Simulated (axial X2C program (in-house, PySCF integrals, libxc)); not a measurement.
**MoCl⁻: cheaper levels and CCSD(T), two-component**

Computed with an in-house relativistic program for diatomic molecules. Two-component (2c) means X2C with spin–orbit coupling and atomic mean-field two-electron Coulomb and Gaunt terms. Basis: Mo dyall-acv3z [12s13p10d5f3g], Cl dyall-av3z [9s8p3d2f] (cores contracted in-house); Gaussian nuclei, density fitting, unrestricted open shells. Masses: Mo 97.905 u, Cl 34.969 u.

State: Ω = 3 (⟨Sz⟩ = 3.00, ⟨Lz⟩ = 0.00 at HF); fragments Mo + Cl-.

| level | Re (Å) | ωe (cm⁻¹) | De (eV) |
| --- | --- | --- | --- |
| PBE0 | 2.504 | 233.0 | 1.33 |
| HF | 2.645 | 200.4 | 1.06 |
| MP2 | 2.530 | 234.1 | 1.38 |
| CCSD | 2.549 | 228.0 | 1.38 |
| r2SCAN | 2.513 | 230.0 | 1.37 |

Correlated methods: 14 electrons correlated (number of frozen shells: Mo 4 s, 3 p, 1 d; Cl 2 s, 1 p), 308 virtual spin orbitals or spinors in MP2, 90 natural virtuals in coupled cluster.

CCSD(T), same Hamiltonian and basis:

Re = 2.542 Å, ωe = 230.5 cm⁻¹, De = 1.38 eV; T1 = 0.015 (Lee–Taylor normalisation).

(1) Give the differences from CCSD(T) in the columns below.

The state is a single determinant with fixed occupations, the lowest that a limited PBE0 search found. De is counted from the lowest determinant-based energies of the atoms at the same level, without counterpoise correction. Density functionals use the spin component along the axis (collinear). CCSD and (T) use frozen natural virtuals with an MP2 correction for the truncation; (T) itself is uncorrected, so its De runs slightly low. PBE0 can misorder states that lie within some tenths of an eV, so this need not be the ground state of the molecule. The nearest other 2c determinant of the search, Ω = 2, lies 0.45 eV up at the distance of the search. With several unpaired electrons one determinant need not be a pure state. Open-shell Ω = 0 determinants with evenly filled partner blocks cannot be reached by this program, so the Ω shown need not be the lowest component. The highest occupied level of some functionals is positive through self-interaction error; at Hartree–Fock it is bound. With the outer-core shells frozen, correlated bond lengths of heavy atoms tend to come out a few hundredths of an ångström too long. Hartree–Fock gets electron affinities wrong, so its lowest charge split need not be the true one.

Answers

(1) 

```json
{"level": "PBE0", "ΔRe (Å)": "-0.038", "Δωe (cm⁻¹)": "2.5", "ΔDe (eV)": "-0.05"}
{"level": "HF", "ΔRe (Å)": "0.103", "Δωe (cm⁻¹)": "-30.1", "ΔDe (eV)": "-0.32"}
{"level": "MP2", "ΔRe (Å)": "-0.012", "Δωe (cm⁻¹)": "3.6", "ΔDe (eV)": "0.00"}
{"level": "CCSD", "ΔRe (Å)": "0.007", "Δωe (cm⁻¹)": "-2.5", "ΔDe (eV)": "0.00"}
{"level": "r2SCAN", "ΔRe (Å)": "-0.029", "Δωe (cm⁻¹)": "-0.5", "ΔDe (eV)": "-0.01"}
```
